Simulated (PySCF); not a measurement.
**Magnetisability: `InChI=1S/C3H7F3GeO/c1-2(7-6)8-3(4)5/h2-3H,7H2,1H3/t2-/m1/s1`**

Cartesian coordinates in Å; atom numbers follow the order of the lines, from 1:
```xyz
15

C    -1.219   -0.915    0.460
C    -0.273    0.233    0.159
O     1.023   -0.213   -0.269
C     1.835   -0.696    0.687
F     3.102   -0.617    0.259
F     1.611   -2.018    0.927
Ge   -0.777    1.387   -1.407
F    -0.433    3.008   -0.837
H    -1.281   -1.584   -0.396
H    -0.886   -1.489    1.323
H    -2.210   -0.513    0.666
H    -0.152    0.863    1.051
H     1.752   -0.174    1.662
H     0.151    1.245   -2.572
H    -2.247    1.490   -1.735
```

Computed, not measured: PySCF, GIAO PBE/pcSseg-1 magnetisability, rotational g tensor and spin-rotation constants, non-relativistic, gas phase. Geometry: GFN2-xTB.

The calculation is non-relativistic, which matters for the atoms heavier than Zn.

(1) How diamagnetic is it, and how anisotropic?

(2) Split it along the inertial axes a, b, c into diamagnetic and paramagnetic parts about the centre of mass, with the quadrupole moment.

(3) And the rotational g tensor?

## Answers

(1) Isotropic -1305 × 10⁻³⁰ J/T², or -78.6 × 10⁻⁶ cm³/mol; principal values -1377, -1305, -1234 × 10⁻³⁰ J/T², anisotropy 125 × 10⁻³⁰ J/T² (root of half the summed squared differences of the principal values). The susceptibility is in cgs units.

(2) 
| axis | χ (10⁻⁶ cm³/mol) | diamagnetic (10⁻⁶ cm³/mol) | paramagnetic (10⁻⁶ cm³/mol) | summed x² of all electrons (Å²) | quadrupole Θ (D Å) |
| --- | --- | --- | --- | --- | --- |
| a | -78.2 | -557.1 | 478.9 | 357.9 | -8.89 |
| b | -81.7 | -1662.4 | 1580.7 | 97.3 | +2.10 |
| c | -75.9 | -1931.2 | 1855.3 | 34.0 | +6.79 |

Anisotropies 2χaa − χbb − χcc = +1.2 and 2χbb − χaa − χcc = -9.3 × 10⁻⁶ cm³/mol. Θ is traceless in Buckingham's convention.

(3) 
| axis | rotational constant (GHz) | g | nuclear part | electronic part |
| --- | --- | --- | --- | --- |
| a | 2.6450 | -0.0294 | 0.5657 | -0.5951 |
| b | 0.6671 | -0.0083 | 0.4871 | -0.4954 |
| c | 0.5790 | -0.0096 | 0.4951 | -0.5047 |

Asymmetric top; isotopes 12C, 19F, 74Ge, 1H, 16O; no vibrational averaging.
